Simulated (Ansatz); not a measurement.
# Nudged elastic band run: AlH₇N₂S

The input (input.yaml):

```yaml
crystal:
  periodic: [false, false, false]
  atoms:
    - { symbol: Al, position_ang: [0.269769, -0.618378, -0.194211] }
    - { symbol: H, position_ang: [1.185968, -0.752958, -1.487013] }
    - { symbol: "N", position_ang: [1.046091, -0.703297, 1.42298] }
    - { symbol: "N", position_ang: [-1.507607, -0.875404, -0.370387] }
    - { symbol: H, position_ang: [1.069365, 2.662595, -0.517153] }
    - { symbol: S, position_ang: [-0.116058, 2.046027, -0.313104] }
    - { symbol: H, position_ang: [2.044037, -0.811579, 1.5521] }
    - { symbol: H, position_ang: [0.567744, -0.843721, 2.303612] }
    - { symbol: H, position_ang: [-2.145268, -1.001656, 0.406381] }
    - { symbol: H, position_ang: [-1.910779, -1.283004, -1.205299] }
    - { symbol: H, position_ang: [-0.503161, 2.181274, -1.597906] }
magnetization:
  spin_polarized: true
basis:
  gaussian: { orbitals: "6-31G*" }
hamiltonian:
  xc: b3lyp
  dispersion: d4
neb:
  order_check: false
  images: 5
  f_tol: 0.05
  max_iterations: 60
  initial_path: linear
  final_atoms:
    - { symbol: Al, position_ang: [-0.37242514, 0.09591557, 0.52732458] }
    - { symbol: H, position_ang: [2.16536302, 0.23028414, -2.26505974] }
    - { symbol: "N", position_ang: [0.78675381, -0.56089275, 1.6994906] }
    - { symbol: "N", position_ang: [-1.60446915, -0.91360212, -0.26257887] }
    - { symbol: H, position_ang: [1.86391047, 0.75424046, -1.82945099] }
    - { symbol: S, position_ang: [-0.25641183, 2.25606447, 0.08217541] }
    - { symbol: H, position_ang: [1.62938766, -0.08420602, 1.99422247] }
    - { symbol: H, position_ang: [0.69916128, -1.45060384, 2.17290457] }
    - { symbol: H, position_ang: [-1.58937116, -1.92533655, -0.28752451] }
    - { symbol: H, position_ang: [-2.43453292, -0.56285186, -0.7220096] }
    - { symbol: H, position_ang: [-0.88726502, 2.16088751, -1.10949394] }
```

Run as:

```bash
$ ansatz run input.yaml --threads 2 --pin off --max-ram 3072MiB --backend cpu --events-out ev --progress --plain --runs-dir out
```

Output, in part (warnings, iteration lines, the closing report on the highest movable image, with atoms numbered from 0):

```
NEB end point (image 0): max|allowed force component| = 1.045e-2 eV/Å (the criterion of neb.relax_end_points is 1.000e-2)
NEB end point (image 6): max|allowed force component| = 3.405e-2 eV/Å (the criterion of neb.relax_end_points is 1.000e-2)
NEB iter   1: max|band force component| = 2.226e1 eV/Å  barrier→ = 7.8939 eV  barrier← = 8.6224 eV  Δτ_max = 0.2000 Å  (311 SCF iters)
NEB iter   2: max|band force component| = 3.387e0 eV/Å  barrier→ = 2.6084 eV  barrier← = 3.3369 eV  Δτ_max = 0.2000 Å  (166 SCF iters)
NEB iter   3: max|band force component| = 2.060e0 eV/Å  barrier→ = 1.6526 eV  barrier← = 2.3812 eV  Δτ_max = 0.1027 Å  (149 SCF iters)
NEB iter   4: max|band force component| = 2.050e0 eV/Å  barrier→ = 1.1661 eV  barrier← = 1.8946 eV  Δτ_max = 0.1001 Å  (143 SCF iters)
NEB iter   5: max|band force component| = 7.931e-1 eV/Å  barrier→ = 0.9651 eV  barrier← = 1.6936 eV  Δτ_max = 0.2000 Å  (142 SCF iters)
NEB iter   6: max|band force component| = 6.242e-1 eV/Å  barrier→ = 0.7185 eV  barrier← = 1.4470 eV  Δτ_max = 0.1993 Å  (143 SCF iters)
NEB iter   7: max|band force component| = 9.820e-1 eV/Å  barrier→ = 0.6498 eV  barrier← = 1.3783 eV  Δτ_max = 0.0993 Å  (142 SCF iters)
NEB iter   8: max|band force component| = 5.768e-1 eV/Å  barrier→ = 0.5581 eV  barrier← = 1.2867 eV  CI = image 3  Δτ_max = 0.1168 Å  (144 SCF iters)
NEB iter   9: max|band force component| = 7.707e-1 eV/Å  barrier→ = 0.5985 eV  barrier← = 1.3271 eV  CI = image 3  Δτ_max = 0.1059 Å  (144 SCF iters)
NEB iter  10: max|band force component| = 5.927e-1 eV/Å  barrier→ = 0.7050 eV  barrier← = 1.4335 eV  CI = image 3  Δτ_max = 0.2000 Å  (144 SCF iters)
NEB iter  11: max|band force component| = 6.938e-1 eV/Å  barrier→ = 0.7404 eV  barrier← = 1.4689 eV  CI = image 3  Δτ_max = 0.0893 Å  (139 SCF iters)
NEB iter  12: max|band force component| = 1.655e-1 eV/Å  barrier→ = 0.7210 eV  barrier← = 1.4495 eV  CI = image 3  Δτ_max = 0.0418 Å  (144 SCF iters)
NEB iter  13: max|band force component| = 1.079e-1 eV/Å  barrier→ = 0.7158 eV  barrier← = 1.4443 eV  CI = image 3  Δτ_max = 0.0336 Å  (133 SCF iters)
NEB iter  14: max|band force component| = 1.052e-1 eV/Å  barrier→ = 0.7114 eV  barrier← = 1.4399 eV  CI = image 3  Δτ_max = 0.0434 Å  (137 SCF iters)
NEB iter  15: max|band force component| = 4.835e-2 eV/Å  barrier→ = 0.7099 eV  barrier← = 1.4384 eV  CI = image 3  Δτ_max = 0.0207 Å  (131 SCF iters)
NEB iter  16: max|band force component| = 4.940e-2 eV/Å  barrier→ = 0.7087 eV  barrier← = 1.4372 eV  CI = image 3  Δτ_max = 0.0000 Å  (173 SCF iters)
Total energy: -20527.73684202 eV, -754.3804147446 hartree
Atom 0 at     0.154154    -0.211386     0.080093 Å, force    -0.011591     0.014915     0.002923 eV/Å
Atom 1 at     1.470396    -0.008872    -1.001554 Å, force     0.011957    -0.004826     0.012907 eV/Å
Atom 2 at     0.883979    -0.483813     1.680525 Å, force    -0.015949     0.001134     0.049567 eV/Å
Atom 3 at    -1.351957    -0.987655    -0.476891 Å, force    -0.009008    -0.029050    -0.010346 eV/Å
Atom 4 at     1.045421     1.082791    -1.005466 Å, force     0.006447     0.009918    -0.030573 eV/Å
Atom 5 at    -0.036604     2.167519    -0.590238 Å, force    -0.022189    -0.018555     0.018615 eV/Å
Atom 6 at     1.869704    -0.415150     1.896830 Å, force     0.008016    -0.008028    -0.030998 eV/Å
Atom 7 at     0.338773    -0.553072     2.531271 Å, force     0.007857     0.003304    -0.010872 eV/Å
Atom 8 at    -1.502986    -1.988342    -0.435307 Å, force     0.002579     0.018753     0.000044 eV/Å
Atom 9 at    -2.111930    -0.538095    -0.969356 Å, force     0.012362     0.013457     0.005109 eV/Å
Atom 10 at    -0.758850     1.935974    -1.709907 Å, force     0.009519    -0.001022    -0.006376 eV/Å
Dipole moment:    -0.142750    -0.136183    -0.086537 e Å
```

The run converged. The band force fell under the threshold earlier too, but the program's further tests of the path sent the band on. Another band between the same ends (5 images) ends at a top of the same energy, where a vibrational analysis finds 1 clearly imaginary mode. The orbitals stay closed-shell, which can raise the energy where a bond breaks towards radicals; this wasn't checked here.

Final band (atoms are numbered from 1 in the order of the input):

```
image  path coordinate (Å)  energy (eV)  Al1–H2 (Å)  H5–S6 (Å)  H2–H5 (Å)
    0                 0.00         0.00        1.59       1.35       3.55
    1                 1.04         0.04        1.59       1.35       3.05
    2                 2.08         0.18        1.60       1.35       2.36
    3                 3.11         0.71        1.72       1.59       1.17
    4                 4.07        -0.45        2.35       2.50       0.75
    5                 5.03        -0.70        3.04       3.02       0.74
    6                 5.99        -0.73        3.78       3.23       0.75
```

Run time: 2.5 min on 2 threads of Intel(R) Xeon(R) 6975P-C (Granite Rapids) (shared host), peak memory 0.28 GiB.
